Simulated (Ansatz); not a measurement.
A nudged elastic band was laid between two geometries of C$_{2}$H$_{9}$NSSi$_{2}$ (15 atoms, charge 0, multiplicity 1).

Computed with UKS PBE-D4/STO-3G in Ansatz 0.2.0.

```json
{
  "movable images": "7",
  "climbing image": "yes",
  "spring": "5.0 eV/Å²",
  "optimiser": "quadratic models (default)",
  "start path": "through a guess of the saddle point",
  "force threshold": "0.03 eV/Å",
  "iteration limit": "25",
  "end points": "relaxed"
}
```

First end point:

```xyz
15
Properties=species:S:1:pos:R:3
N -1.317 1.188 1.127
C -0.448 0.233 0.487
C -0.652 -1.116 0.506
Si 0.505 -2.397 -0.167
Si 1.021 1.140 -0.287
S 0.266 3.125 -0.629
H -1.206 2.134 0.625
H -2.327 0.878 1.147
H -1.581 -1.476 0.982
H 0.195 -2.740 -1.552
H 1.881 -1.920 -0.133
H 0.415 -3.620 0.619
H 2.158 1.246 0.618
H 1.447 0.513 -1.533
H -0.380 2.762 -1.780
```

Last end point:

```xyz
15
Properties=species:S:1:pos:R:3
N -1.542 1.095 1.763
C -0.532 0.456 0.938
C -0.737 -0.837 0.535
Si 0.472 -1.891 -0.387
Si 1.053 1.562 0.713
S 0.467 1.775 -1.623
H -1.597 2.135 1.575
H -2.509 0.685 1.621
H -1.706 -1.311 0.777
H 0.923 -1.225 -1.620
H 1.674 -2.261 0.351
H -0.178 -3.119 -0.822
H 1.722 2.069 -2.098
H 1.870 0.371 0.298
H 0.599 0.445 -1.992
```

Q: Which bonds break or form, and what moves?

A: Bonds broken: Si5–H13. Bonds formed: S6–H13.

Q: What energy profile does the band end with?

A: The run ended unconverged. The highest image is number 6 of 0 to 8, 315.5 kJ/mol above the first end and 52.2 kJ/mol above the last; the last end lies 263.3 kJ/mol above the first. The band didn't meet its force threshold, so its energies are provisional: the largest band force was still 0.06 eV/Å, and over the last iterations the top stayed at 3.27 eV. Neighbouring images lie up to 2.3 Å apart, so the band is torn or far too coarse. The orbitals stay closed-shell, which can raise the energy where a bond breaks towards radicals; this wasn't checked here. Limits of this set-up: minimal basis.

```csv
image,path coordinate (Å),energy (kJ/mol),Si5–H13 (Å),S6–H13 (Å)
0,0.00,0.0,1.46,2.94
1,1.00,0.9,1.46,2.93
2,2.00,7.9,1.46,2.92
3,2.99,17.4,1.46,2.98
4,3.99,16.2,1.46,2.99
5,4.99,136.8,1.48,2.35
6,5.99,315.5,2.02,1.43
7,8.34,270.1,2.94,1.37
8,10.68,263.3,2.93,1.37
```

The run took 14 min on 1 thread of Arm Neoverse V2, with other jobs on the host, peak memory 0.14 GiB.
